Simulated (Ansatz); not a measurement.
C3H3 (SMILES C#C[CH2]) moved off its minimum; all values from Ansatz (a program for electronic structure), cores frozen in correlated methods. Open shells are unrestricted.
(charge 0, multiplicity 2)
```xyz
6

C      1.28529    -0.11600     0.05412
C      0.16285     0.08297     0.03348
C     -1.26507     0.13837    -0.15788
H      2.37085    -0.28075     0.23677
H     -1.63274     0.97538    -0.59697
H     -1.84662    -0.58577     0.21784
```

Problem. Give the forces (eV/Å), the total energy and the dipole at CCSD(T)/cc-pVTZ.

Solution. 
```tsv
atom	Fx	Fy	Fz
C1	11.540	-1.779	0.956
C2	-11.135	1.113	-0.784
C3	4.657	0.620	0.257
H4	-1.700	0.305	-0.440
H5	-1.309	2.213	-1.230
H6	-2.053	-2.472	1.242
```
Energy -115.7510 hartree, dipole 0.18 D.
